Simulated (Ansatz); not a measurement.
Abridged output of a molecular run in Ansatz:

```
Functional definition: HF
  name "HF"
  cite "Fock, Z. Phys. 61, 126 (1930) doi:10.1007/BF01340294"
  parent pbe
  exchange = exact_x
  correlation = 0
these checks for a lower state are left out or cut short: cluster_reference
1271 factors; integrals over basis functions are off by at most 9.8e-4 eV
mean field evaluation 1: about -88973.7881 eV, gradient 1.5e1 eV
mean field evaluation 2: about -88973.7969 eV, gradient 1.5e1 eV
mean field evaluation 4: about -88975.9036 eV, gradient 3.0e0 eV
mean field evaluation 8: about -88976.0416 eV, gradient 2.0e-1 eV
mean field -88976.04302753 eV, -3269.8092711336 hartree, gradient 1.5e-6 eV, S^2 0.767470; 0 other end points of the search recorded, 0 dependent functions left out
24 core orbitals not correlated: weight in the atoms' cores, before any rotation towards them, 1.000 or more for the frozen orbitals, at most 0.000 for the correlated occupied ones
reference -88976.04302753 eV, -3269.8092711336 hartree; 18, 17 occupied and 174, 175 virtual orbitals, 1271 factors
second order -20.73969563 eV of doubles, -0.00000000 eV of singles
cycle   1  -21.37860707 eV  change   -6.4e-1 eV  update   1.1e-1
cycle   2  -21.99833382 eV  change   -6.2e-1 eV  update   3.4e-2
cycle   3  -22.10516055 eV  change   -1.1e-1 eV  update   1.9e-2
cycle   4  -22.09436556 eV  change    1.1e-2 eV  update   6.7e-3
cycle   5  -22.09476897 eV  change   -4.0e-4 eV  update   3.8e-3
cycle   6  -22.09417930 eV  change    5.9e-4 eV  update   1.6e-3
cycle   7  -22.09473281 eV  change   -5.5e-4 eV  update   7.1e-4
cycle   8  -22.09514011 eV  change   -4.1e-4 eV  update   2.8e-4
cycle   9  -22.09506925 eV  change    7.1e-5 eV  update   1.2e-4
cycle  10  -22.09502232 eV  change    4.7e-5 eV  update   4.2e-5
cycle  11  -22.09504523 eV  change   -2.3e-5 eV  update   1.9e-5
perturbative correction -1.06133542 eV, -0.0390033571 hartree
Total energy: -88999.19940817 eV, -3270.6602524264 hartree
Checks for a lower state left out: cluster_reference
```

Its atoms:

Z-matrix (Å, degrees):
```
Ge
S 1 2.226
S 1 2.249 2 107.8
S 1 2.238 2 102.5 3 -119.2
H 2 1.344 1 93.0 3 -65.0
H 3 1.344 1 93.4 2 162.7
H 4 1.343 1 92.5 2 148.8
```

Problem. Which basis set was used?
A. def2-SVP
B. def2-TZVPP
C. def2-QZVPP
D. def2-SVPD

Solution. B. It gives 216 functions.

Problem. Write the keys of the input that set method, charge and spin (a neutral closed shell needs none for the last two).

Solution. 
```yaml
magnetization: {spin_polarized: true, initial_magnetization: 1}
correlation: {method: ccsd_t}
scf: {omitted_lower_state_checks: [cluster_reference]}
```
